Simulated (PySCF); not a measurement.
`S[C@H]1Cc2ccccc21`. Computed geometry: GFN2-xTB, gas phase.

```
atom  x, y, z in Å
S1    -2.6116   -0.9756   -1.3710
C2    -1.7612    0.1969   -0.2472
C3    -1.5052   -0.3841    1.1706
C4    -0.0362   -0.2213    0.8760
C5     1.2300   -0.3836    1.3779
C6     2.2690   -0.0241    0.5181
C7     2.0350    0.4645   -0.7580
C8     0.7448    0.6317   -1.2618
C9    -0.2679    0.2813   -0.4050
H10   -2.2503   -0.3548   -2.4914
H11   -2.3020    1.1433   -0.2771
H12   -1.8351   -1.4150    1.2885
H13   -1.8944    0.2176    1.9901
H14    1.4310   -0.7669    2.3667
H15    3.2902   -0.1331    0.8544
H16    2.8785    0.7233   -1.3815
H17    0.5785    1.0120   -2.2591
```

**Question.** What is the repulsion energy of the bare nuclei, Σ ZA·ZB/RAB?

**Answer.** 475.75 Eh over 136 pairs, with full nuclear charges and distances in bohr; the largest single term is 27.71 Eh (S1 with C2).

**Question.** Which two atoms are farthest apart?

**Answer.** H10···H15, 6.48 Å; the next longest distance is 6.36 Å.

**Question.** Work out the bond lengths S1–H10, C2–C3, C2–C9, C3–C4, C3–H12, C3–H13, C4–C5, C4–C9 in pm.

**Answer.** For S1–H10 the difference vector is (0.3613, 0.6208, -1.1204) Å, of length 1.3309 Å. S1–H10 133.1; C2–C3 155.3; C2–C9 150.4; C3–C4 150.7; C3–H12 108.9; C3–H13 108.9; C4–C5 137.2; C4–C9 139.5 pm.

**Question.** Where is the centre of mass (commonest isotopes), and what is the radius of gyration?

**Answer.** Mass 136.035 u; centre at (-0.376, -0.177, -0.209) Å; Rg = √(Σ m r²/M) = 2.176 Å. As Ia + Ib + Ic = 2 Σ m r², the three principal moments sum to 1288.6 u·Å².

**Question.** How far apart are these pairs, which share no bond: S1···C5, C5···H12, C5···H13, C6···H17, H13···H14?

**Answer.** S1···C5 4.761 Å (4 bonds apart); C5···H12 3.235 Å (3 bonds apart); C5···H13 3.240 Å (3 bonds apart); C6···H17 3.412 Å (3 bonds apart); H13···H14 3.488 Å (4 bonds apart).

**Question.** Give the dihedral angles H12–C3–C4–C5, H17–C8–C9–C2, C4–C5–C6–C7, H16–C7–C8–C9, C9–C4–C5–C6, C7–C8–C9–C2.

**Answer.** H12–C3–C4–C5 -66° (synclinal); H17–C8–C9–C2 0° (synperiplanar); C4–C5–C6–C7 0° (synperiplanar); H16–C7–C8–C9 180° (antiperiplanar); C9–C4–C5–C6 -1° (synperiplanar); C7–C8–C9–C2 180° (antiperiplanar). Dihedral signs follow IUPAC: positive where, seen along the central bond, the front bond turns clockwise onto the rear one.

**Question.** How far are the heavy atoms from their best plane (unweighted least squares)?

**Answer.** 0.346 Å rms; S1 0.71, C2 0.50, C3 0.20, C4 0.03, C5 0.25, C6 0.27, C7 0.03, C8 0.25, C9 0.28 Å (magnitudes).

**Question.** What are the angles C2–S1–H10, C3–C2–H11, S1–C2–C9, C6–C5–H14, C5–C6–H15, C5–C6–C7, C6–C7–C8?

**Answer.** From the scalar product of the two bond vectors; for C2–S1–H10 it is -0.2240 Å² over 1.8333 × 1.3309 Å², cos θ = -0.0918. C2–S1–H10 95.3°; C3–C2–H11 115.6°; S1–C2–C9 115.6°; C6–C5–H14 121.1°; C5–C6–H15 119.1°; C5–C6–C7 122.2°; C6–C7–C8 122.1°.

**Question.** Write the matrix of distances between heavy atoms (Å, lower triangle).

**Answer.** 
```
S1    0.000
C2    1.833  0.000
C3    2.834  1.553  0.000
C4    3.500  2.100  1.507  0.000
C5    4.761  3.453  2.743  1.372  0.000
C6    5.319  4.108  3.847  2.341  1.396  0.000
C7    4.903  3.840  4.120  2.726  2.435  1.386  0.000
C8    3.723  2.738  3.466  2.431  2.870  2.433  1.395  0.000
C9    2.829  1.504  2.111  1.395  2.422  2.717  2.337  1.372  0.000
```

Stationary, but not proved a minimum. The numbers are those of one conformer.
